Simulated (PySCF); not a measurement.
1,3,5-triazine cation (C3H3N3), SMILES c1ncncn1 (connectivity only; charge and spin as stated), charge +1, multiplicity 2. Atoms are numbered in the order given.

```xyz
9

C      0.0000     1.1876     0.6715
N      0.0000     1.1889    -0.6718
C      0.0000     0.0000    -1.2753
N      0.0000    -1.1889    -0.6718
C      0.0000    -1.1876     0.6715
N      0.0000     0.0000     1.2676
H      0.0000     2.1246     1.2570
H      0.0000     0.0000    -2.3883
H      0.0000    -2.1246     1.2570
```
Charge +1, spin multiplicity 2.

Geometry optimised at PBE-D3(BJ)/def2-SVP. The multiplicity is an assumed one; no other spin state was optimised.

These are CAM-B3LYP/def2-TZVP (PySCF) values and carry that method's errors.

ESP charges are fitted to the potential on shells at 1.4 to 2.0 van der Waals radii. Atomic charges (e):

```json
[
 {"atom": "C1", "meta-Löwdin": "0.21", "Löwdin": "___", "ESP fit": "0.54", "Mulliken": "0.16", "Mulliken spin": "-0.05"},
 {"atom": "N2", "meta-Löwdin": "-0.15", "Löwdin": "___", "ESP fit": "-0.54", "Mulliken": "-0.12", "Mulliken spin": "0.19"},
 {"atom": "C3", "meta-Löwdin": "0.21", "Löwdin": "___", "ESP fit": "0.75", "Mulliken": "0.12", "Mulliken spin": "-0.05"},
 {"atom": "N4", "meta-Löwdin": "-0.15", "Löwdin": "___", "ESP fit": "-0.54", "Mulliken": "-0.12", "Mulliken spin": "0.19"},
 {"atom": "C5", "meta-Löwdin": "0.21", "Löwdin": "___", "ESP fit": "0.54", "Mulliken": "0.16", "Mulliken spin": "-0.05"},
 {"atom": "N6", "meta-Löwdin": "0.05", "Löwdin": "___", "ESP fit": "-0.21", "Mulliken": "0.02", "Mulliken spin": "0.71"},
 {"atom": "H7", "meta-Löwdin": "0.21", "Löwdin": "___", "ESP fit": "0.17", "Mulliken": "0.26", "Mulliken spin": "0.01"},
 {"atom": "H8", "meta-Löwdin": "0.21", "Löwdin": "___", "ESP fit": "0.12", "Mulliken": "0.25", "Mulliken spin": "0.03"},
 {"atom": "H9", "meta-Löwdin": "0.21", "Löwdin": "___", "ESP fit": "0.17", "Mulliken": "0.26", "Mulliken spin": "0.01"}
]
```

### Question
Some entries are withheld; supply them. (The exact figures need the calculation; the answer reports its results.)

### Answer

- C1, Löwdin: -0.11
- N2, Löwdin: 0.21
- C3, Löwdin: -0.14
- N4, Löwdin: 0.21
- C5, Löwdin: -0.11
- N6, Löwdin: 0.37
- H7, Löwdin: 0.19
- H8, Löwdin: 0.19
- H9, Löwdin: 0.19

Computed Mayer and Wiberg (Löwdin basis) orders of the bonds:
```tsv
bond	Mayer	Wiberg
C1–N2	1.43	1.77
N2–C3	1.41	1.75
C3–N4	1.41	1.75
N4–C5	1.43	1.77
C1–N6	1.36	1.71
C5–N6	1.36	1.71
C1–H7	0.91	0.84
C3–H8	0.90	0.83
C5–H9	0.91	0.84
```
